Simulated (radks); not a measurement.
Problem. The mean radii <r> (bohr) of the occupied orbitals of an atom or ion are listed with their occupations. Method: scalar-relativistic Kohn-Sham, BLYP, spin-polarised, spherical densities, point nucleus; computed with a radial shooting solver on a logarithmic mesh with Libxc functionals.

| orbital | occ. | <r> |
|---|---|---|
| 1s down | 1 | 0.03344 |
| 1s up | 1 | 0.03344 |
| 2s up | 1 | 0.1457 |
| 2s down | 1 | 0.1457 |
| 2p up | 3 | 0.1270 |
| 2p down | 3 | 0.1269 |
| 3s up | 1 | 0.4028 |
| 3s down | 1 | 0.4028 |
| 3p up | 3 | 0.4031 |
| 3p down | 3 | 0.4030 |
| 3d up | 5 | 0.3842 |
| 3d down | 5 | 0.3840 |
| 4s up | 1 | 1.011 |
| 4s down | 1 | 1.008 |
| 4p up | 3 | 1.109 |
| 4p down | 3 | 1.108 |
| 4d up | 5 | 1.432 |

Name the element and its charge. Open shells, if any, are filled with parallel spins first.

Solution. Z = 44, ruthenium, charge +3: Ru3+ in [Kr] 4d5. The 1s radius gives Z: for a bare nucleus <r> = (2 gamma + 1)/(2Z) with gamma = sqrt(1 - (Z/c)^2), 0.03289 bohr for Z = 44, and screening makes it slightly larger (0.03344 here). The occupations add up to 41, and the charge is Z minus that.
